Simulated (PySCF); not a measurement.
Si(H)(Cl)(Me)(NH2) (CH₆ClNSi), SMILES C[SiH](N)Cl.

The structure is a stationary point at B3LYP-D3(BJ)/def2-SVP. Other conformers were not sampled.

Two levels are set side by side: PBE/def2-TZVP (PySCF) and r2SCAN/def2-TZVP (PySCF). Same geometry, gas phase. Differences are taken from unrounded values.

```
quantity                     r2SCAN    PBE  PBE minus r2SCAN
---------------------------  ------  -----  ----------------
orbital gap (eV)               7.21   6.27             -0.94
highest occupied level (eV)   -6.71  -6.39              0.32
lowest empty level (eV)        0.50  -0.12             -0.62
dipole moment (D)              2.00   1.98             -0.03
mean polarisability (bohr³)    56.9   58.7               1.8
```

Rough cost on one machine, each run with all the roots and properties that it gave: r2SCAN against PBE about 3 times.
